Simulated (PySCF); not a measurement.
PySCF 2.14.0 with density-fitted response routines calculation with geometry: GFN2-xTB and GIAO PBE0/pcSseg-1 shieldings; averaged over atoms made equivalent by symmetry, fast rotation or ring inversion, single conformer, non-relativistic, gas phase.

References, each an isolated molecule treated in the same way: TMS for 1H, 13C. Shifts are as computed. Against solution values, carbons near 30 ppm lie about +3 ppm off and those near 130 ppm about +5 ppm; carbons on Cl a further +6 ppm. Of 1211 compounds with measured shifts, 218 miss one by over three times the rms of a fit or turn the order of signals round; such compounds aren't used in these exercises. Carbons bonded to Cl come out too deshielded.

Task: Order these molecules by the shift of their most shielded carbon-bound hydrogen, lowest δ first.
A. C=C(C#N)[C@@]1(F)CO1
B. O=C1C=C([SiH2]F)C(=O)O1
C. F[C@H]1C=CC=C(Cl)C1

Result: C (2.72 ppm, hydrogen on an allylic sp3 CH2), A (3.04 ppm, hydrogen on an epoxide ring carbon), B (7.28 ppm, hydrogen on a β carbon of a C=C–C=O unit).

Task: How many 13C and 1H signals does each give (equivalence by symmetry and fast rotation, but not about amide C–N or C=N bonds)? `O=C1C=C([SiH2]F)C(=O)O1`, `C#CC(=O)C1=CC(F)(F)O1`, `F[C@H]1C=CC=C(Cl)C1`, `C=C(C#N)[C@@]1(F)CO1`

Result: O=C1C=C([SiH2]F)C(=O)O1: 4 C, 2 H; C#CC(=O)C1=CC(F)(F)O1: 6 C, 2 H; F[C@H]1C=CC=C(Cl)C1: 6 C, 6 H; C=C(C#N)[C@@]1(F)CO1: 5 C, 4 H.
